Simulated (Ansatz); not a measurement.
Two members of one family (Series SiH3X), computed with Ansatz in the gas phase. A negative affinity means that the extra electron isn't bound at that geometry and level; within about 0.2 eV of zero the sign isn't settled. Binding counts from free atoms in the multiplicity of their measured ground term, without zero-point energy. A dash marks a value that wasn't run or was left out as unsound. The structures are stationary points that may keep the symmetry of their start. Remarks come from the PBE and PBE0 runs and from stability tests at other levels; not every state was tested. A HOMO above zero means that the electron is unbound at that level and held by the basis, or that self-interaction error raises the level; the energy of removing that electron tells which.

First: Si(PMe2)H3 (singlet, charge 0, PBE-D4/def2-SVP geometry).

```xyz
13

Si    0.5573   -1.7463    0.2554
P    -0.0805    0.0194   -1.0279
C     1.0796    1.3088   -0.3147
C    -1.6558    0.4642   -0.1124
H     1.0593    1.3650    0.7941
H     0.7973    2.3008   -0.7231
H     2.1148    1.0935   -0.6448
H    -1.5248    0.5643    0.9843
H    -2.0356    1.4273   -0.5110
H    -2.4264   -0.3072   -0.3133
H     1.9327   -2.1957   -0.1618
H    -0.4060   -2.8857    0.0452
H     0.5881   -1.4085    1.7299
```

| level | HOMO (eV) | LUMO (eV) | gap (eV) | vertical EA (eV) | binding per atom (eV) |
| --- | --- | --- | --- | --- | --- |
| LDA (SPW92)/def2-TZVP | -5.64 | -0.78 | 4.86 | – | 3.92 |
| PBE-D4/def2-SVP | -5.48 | -0.19 | 5.29 | – | 3.53 |
| r2SCAN-D4/def2-TZVPD | -5.76 | -0.33 | 5.43 | -1.11 | 3.50 |
| PBE0-D4/def2-TZVP | -6.63 | 0.25 | 6.88 | – | 3.50 |
| PBE0-D4/def2-TZVPD | -6.64 | 0.00 | 6.64 | -1.11 | 3.50 |

Remarks: HOMO above zero (-1 doublet).

Second: SiH3(NHEt) (singlet, charge 0, PBE-D4/def2-SVP geometry).

```
atom   x (Å)   y (Å)   z (Å)
 Si1   1.764  -0.298   0.780
  H2   2.369  -1.426   1.569
  H3   2.450  -0.270  -0.573
  H4   2.056   1.029   1.432
  N5   0.037  -0.545   0.784
  C6  -0.929   0.400   0.237
  C7  -1.200   0.253  -1.264
  H8  -0.287  -1.517   0.760
  H9  -1.888   0.313   0.797
 H10  -0.557   1.428   0.448
 H11  -0.271   0.393  -1.856
 H12  -1.946   0.997  -1.615
 H13  -1.598  -0.757  -1.500
```

Problem. Estimate how these quantities change from the first to the second (second minus first).

Solution. 
| level | Δ HOMO (eV) | Δ LUMO (eV) | Δ gap (eV) | Δ vertical EA (eV) | Δ binding per atom (eV) |
| --- | --- | --- | --- | --- | --- |
| LDA (SPW92)/def2-TZVP | 0.10 | 0.15 | 0.05 | – | 0.19 |
| PBE-D4/def2-SVP | 0.24 | 0.29 | 0.05 | – | 0.18 |
| r2SCAN-D4/def2-TZVPD | 0.04 | 0.23 | 0.19 | -0.05 | 0.15 |
| PBE0-D4/def2-TZVP | -0.15 | 0.20 | 0.35 | – | 0.15 |
| PBE0-D4/def2-TZVPD | -0.16 | 0.09 | 0.25 | -0.04 | 0.15 |

Remarks: HOMO above zero (-1 doublet).
